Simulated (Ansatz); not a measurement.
This triplet is an excited state, 0.92 eV above the relaxed singlet at the level B3LYP/cc-pVTZ // PBE0-D3(BJ)/def2-TZVP (Ansatz, a program for electronic structure).

All values below come from PBE0-D3(BJ)/def2-TZVP run with Ansatz. No frequencies were computed at this level.

Ansatz 0.2 input:
```yaml
crystal:
  periodic: [false, false, false]
  atoms:
    - { symbol: C, position_ang: [1.645952, -0.617187, 0.321195] }
    - { symbol: C, position_ang: [1.526208, 0.166106, -0.759141] }
    - { symbol: Ge, position_ang: [-0.157161, 0.952455, -1.338734] }
    - { symbol: Si, position_ang: [-1.904183, 0.341099, 0.156649] }
    - { symbol: H, position_ang: [0.795761, -0.862185, 0.940296] }
    - { symbol: H, position_ang: [2.591001, -1.040583, 0.628759] }
    - { symbol: H, position_ang: [2.42104, 0.370732, -1.337417] }
    - { symbol: H, position_ang: [-3.088584, 1.031458, -0.354212] }
    - { symbol: H, position_ang: [-1.658738, 0.763463, 1.544037] }
    - { symbol: H, position_ang: [-2.171296, -1.105359, 0.198568] }
basis:
  gaussian: { orbitals: def2-tzvp }
hamiltonian:
  xc: pbe0
  dispersion: d3bj
relax:
  max_steps: 150
magnetization:
  spin_polarized: true
  initial_magnetization: 2
```

Output:

```
Functional definition: PBE0
1293 factors; their error is unknown
mean field evaluation 1: about -66537.6550 eV, gradient 5.1e1 eV
mean field evaluation 2: about -66436.3469 eV, gradient 1.1e2 eV
mean field evaluation 4: about -66552.2229 eV, gradient 6.1e0 eV
mean field evaluation 8: about -66552.5101 eV, gradient 1.8e-1 eV
mean field evaluation 16: about -66552.8065 eV, gradient 2.7e-3 eV
mean field -66552.80649976 eV, -2445.7705277538 hartree, gradient 5.5e-5 eV, S^2 2.014315; 0 other end points of the search recorded, 0 dependent functions left out
reference -66552.80653262 eV, -2445.7705289612 hartree; 33, 31 occupied and 150, 152 virtual orbitals, 1293 factors
relax step   1: F+E_penalty+E_count = -66553.02785807 eV  Δ(F+E_penalty+E_count) = +0.000e0 eV  max|allowed force component| = 5.359e-1 eV/Å  Δτ_max = 0.0000 Å  (36 SCF iters, accepted)
these checks for a lower state are left out or cut short: starts, cluster_reference, orbital_swaps, neighbouring_geometries, increment
1293 factors; their error is unknown
mean field -66552.85595113 eV, -2445.7723450581 hartree, gradient 1.1e-5 eV, S^2 2.014417; 0 other end points of the search recorded, 0 dependent functions left out
reference -66552.85598452 eV, -2445.7723462851 hartree; 33, 31 occupied and 150, 152 virtual orbitals, 1293 factors
relax step   2: F+E_penalty+E_count = -66553.07203525 eV  Δ(F+E_penalty+E_count) = -4.418e-2 eV  max|allowed force component| = 4.416e-1 eV/Å  Δτ_max = 0.1911 Å  (40 SCF iters, accepted)
these checks for a lower state are left out or cut short: starts, cluster_reference, orbital_swaps, neighbouring_geometries, increment
1293 factors; their error is unknown
mean field evaluation 32: about -66552.8819 eV, gradient 1.4e-4 eV
mean field -66552.88186965 eV, -2445.7732975463 hartree, gradient 1.6e-5 eV, S^2 2.014725; 0 other end points of the search recorded, 0 dependent functions left out
reference -66552.88190286 eV, -2445.7732987666 hartree; 33, 31 occupied and 150, 152 virtual orbitals, 1293 factors
relax step   3: F+E_penalty+E_count = -66553.09957409 eV  Δ(F+E_penalty+E_count) = -2.754e-2 eV  max|allowed force component| = 8.751e-2 eV/Å  Δτ_max = 0.0773 Å  (40 SCF iters, accepted)
these checks for a lower state are left out or cut short: starts, cluster_reference, orbital_swaps, neighbouring_geometries, increment
1293 factors; their error is unknown
mean field -66552.88570356 eV, -2445.7734384398 hartree, gradient 2.3e-5 eV, S^2 2.015010; 0 other end points of the search recorded, 0 dependent functions left out
reference -66552.88573679 eV, -2445.7734396609 hartree; 33, 31 occupied and 150, 152 virtual orbitals, 1293 factors
relax step   4: F+E_penalty+E_count = -66553.10307008 eV  Δ(F+E_penalty+E_count) = -3.496e-3 eV  max|allowed force component| = 4.544e-2 eV/Å  Δτ_max = 0.0221 Å  (39 SCF iters, accepted)
these checks for a lower state are left out or cut short: starts, cluster_reference, orbital_swaps, neighbouring_geometries, increment
1293 factors; their error is unknown
mean field -66552.89112686 eV, -2445.7736377421 hartree, gradient 1.7e-5 eV, S^2 2.015446; 0 other end points of the search recorded, 0 dependent functions left out
reference -66552.89116021 eV, -2445.7736389678 hartree; 33, 31 occupied and 150, 152 virtual orbitals, 1293 factors
relax step   5: F+E_penalty+E_count = -66553.10687434 eV  Δ(F+E_penalty+E_count) = -3.804e-3 eV  max|allowed force component| = 9.032e-2 eV/Å  Δτ_max = 0.0636 Å  (39 SCF iters, accepted)
these checks for a lower state are left out or cut short: starts, cluster_reference, orbital_swaps, neighbouring_geometries, increment
1293 factors; their error is unknown
mean field -66552.89408402 eV, -2445.7737464159 hartree, gradient 2.3e-5 eV, S^2 2.015540; 0 other end points of the search recorded, 0 dependent functions left out
reference -66552.89411749 eV, -2445.7737476459 hartree; 33, 31 occupied and 150, 152 virtual orbitals, 1293 factors
relax step   6: F+E_penalty+E_count = -66553.10823389 eV  Δ(F+E_penalty+E_count) = -1.360e-3 eV  max|allowed force component| = 8.634e-2 eV/Å  Δτ_max = 0.0535 Å  (37 SCF iters, accepted)
these checks for a lower state are left out or cut short: starts, cluster_reference, orbital_swaps, neighbouring_geometries, increment
1293 factors; their error is unknown
mean field -66552.89619942 eV, -2445.7738241555 hartree, gradient 2.0e-5 eV, S^2 2.015164; 0 other end points of the search recorded, 0 dependent functions left out
reference -66552.89623291 eV, -2445.7738253862 hartree; 33, 31 occupied and 150, 152 virtual orbitals, 1293 factors
relax step   7: F+E_penalty+E_count = -66553.10974949 eV  Δ(F+E_penalty+E_count) = -1.516e-3 eV  max|allowed force component| = 3.181e-2 eV/Å  Δτ_max = 0.0198 Å  (39 SCF iters, accepted)
these checks for a lower state are left out or cut short: starts, cluster_reference, orbital_swaps, neighbouring_geometries, increment
1293 factors; their error is unknown
mean field evaluation 64: about -66552.6026 eV, gradient 4.1e-1 eV
mean field -66552.89656248 eV, -2445.7738374975 hartree, gradient 2.0e-5 eV, S^2 2.015277; 0 other end points of the search recorded, 0 dependent functions left out
reference -66552.89659598 eV, -2445.7738387287 hartree; 33, 31 occupied and 150, 152 virtual orbitals, 1293 factors
relax step   8: F+E_penalty+E_count = -66553.10990684 eV  Δ(F+E_penalty+E_count) = -1.573e-4 eV  max|allowed force component| = 1.613e-2 eV/Å  Δτ_max = 0.0103 Å  (40 SCF iters, accepted)
these checks for a lower state are left out or cut short: starts, cluster_reference, orbital_swaps, neighbouring_geometries, increment
1293 factors; their error is unknown
mean field -66552.89671224 eV, -2445.7738430010 hartree, gradient 2.6e-5 eV, S^2 2.015297; 0 other end points of the search recorded, 0 dependent functions left out
reference -66552.89674574 eV, -2445.7738442324 hartree; 33, 31 occupied and 150, 152 virtual orbitals, 1293 factors
relax step   9: F+E_penalty+E_count = -66553.10993203 eV  Δ(F+E_penalty+E_count) = -2.519e-5 eV  max|allowed force component| = 2.353e-3 eV/Å  Δτ_max = 0.0061 Å  (30 SCF iters, accepted)
1293 factors; their error is unknown
mean field evaluation 96: about -66552.8967 eV, gradient 5.6e-4 eV
mean field -66552.89671224 eV, -2445.7738430010 hartree, gradient 2.7e-5 eV, S^2 2.015297; 1 other end points of the search recorded, 0 dependent functions left out
reference -66552.89674574 eV, -2445.7738442324 hartree; 33, 31 occupied and 150, 152 virtual orbitals, 1293 factors
Total energy: -66553.10996554 eV, -2445.7816799153 hartree
Atom 0 at     1.809999    -0.655077     0.319963 Å, force    -0.001203    -0.001272     0.002353 eV/Å
Atom 1 at     1.579283     0.135644    -0.733680 Å, force    -0.000919     0.001553    -0.001471 eV/Å
Atom 2 at    -0.147509     0.853014    -1.170339 Å, force     0.001550    -0.001489     0.001144 eV/Å
Atom 3 at    -2.056878     0.380318     0.156329 Å, force    -0.000614     0.000593    -0.000071 eV/Å
Atom 4 at     1.025524    -0.950247     1.010607 Å, force     0.001909     0.000372    -0.001028 eV/Å
Atom 5 at     2.803996    -1.039363     0.531346 Å, force    -0.000363     0.000128    -0.000935 eV/Å
Atom 6 at     2.402658     0.399421    -1.392225 Å, force     0.000407    -0.000028     0.000016 eV/Å
Atom 7 at    -3.193025     1.115558    -0.452529 Å, force    -0.000151    -0.000041    -0.000178 eV/Å
Atom 8 at    -1.863862     0.838052     1.560030 Å, force    -0.000726     0.000136     0.000118 eV/Å
Atom 9 at    -2.360186    -1.077320     0.170498 Å, force     0.000108     0.000048     0.000050 eV/Å
Dipole moment:     0.068471    -0.050683     0.048952 e Å
```

Cost: around 2.1 core-minutes (rough).
